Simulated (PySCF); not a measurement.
## How methods differ on the ionisation energy of Sb²⁺

Sb²⁺ [Kr] 4d10 5s2 5p1 (2P) → Sb³⁺ [Kr] 4d10 5s2 (1S), as a difference of total energies. Computed with PySCF 2.14 in ANO-RCC-VTZP, with the spin-free X2C one-electron Hamiltonian (Gaussian nucleus). Correlated levels: valence: [Kr] 4d10 frozen; valence and next inner shell: [Ar] 3d10 frozen. The calculations carry no spin-orbit coupling.

| method | ionisation energy (eV) | plus first-order spin-orbit estimate | error of that sum (eV) |
| --- | --- | --- | --- |
| UHF | 24.162 | 24.652 | -0.671 |
| LDA | 24.967 | 25.458 | +0.135 |
| PBE | 24.717 | 25.207 | -0.116 |
| PBE0 | 24.754 | 25.245 | -0.078 |
| r2SCAN | 24.874 | 25.364 | +0.041 |
| B2PLYP | 24.631 | 25.121 | -0.202 |
| wB97X | 24.650 | 25.140 | -0.183 |
| TPSSh | 24.689 | 25.179 | -0.144 |
| MP2 (valence) | 24.368 | 24.858 | -0.465 |
| SCS-MP2 (valence) | 24.358 | 24.848 | -0.475 |
| MP2 (valence and next inner shell) | 24.585 | 25.076 | -0.247 |
| SCS-MP2 (valence and next inner shell) | 24.513 | 25.004 | -0.319 |

Reference: 25.323 eV (measured; NIST Atomic Spectra Database, ionization energies).

A first-order spin-orbit estimate (lowest level to lowest level, LS coupling) adds 0.490 eV.

Errors of the correlated levels include the incompleteness of this basis and the frozen core.
